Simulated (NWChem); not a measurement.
Molecule: SiHSF$_{3}$; SMILES F[Si](S)(F)F

```xyz
6

F      0.7626    -0.9664    -1.2508
Si    -0.0181    -0.3449    -0.0006
F      0.6672    -0.9785     1.2985
F     -1.5378    -0.8302    -0.0563
S     -0.0074     1.7500     0.0046
H      1.3439     1.8048     0.0132
```
Atoms are numbered in this order, from 1.

Computed with NWChem. Geometry: optimised at PBE0/def2-SVP. B3LYP is NWChem's, with the RPA form of VWN correlation. Ions are spin-unrestricted doublets at the neutral geometry; other ion states weren't tried.

For level PBE/def2-SVP:

```
Item           Result
-------------  ------
−ε(HOMO) (eV)    7.11
```

Question: What are these values for level B3LYP/def2-SVP?

Answer: 
| Quantity | Value |
|---|---|
| −ε(HOMO) (eV) | 8.17 |
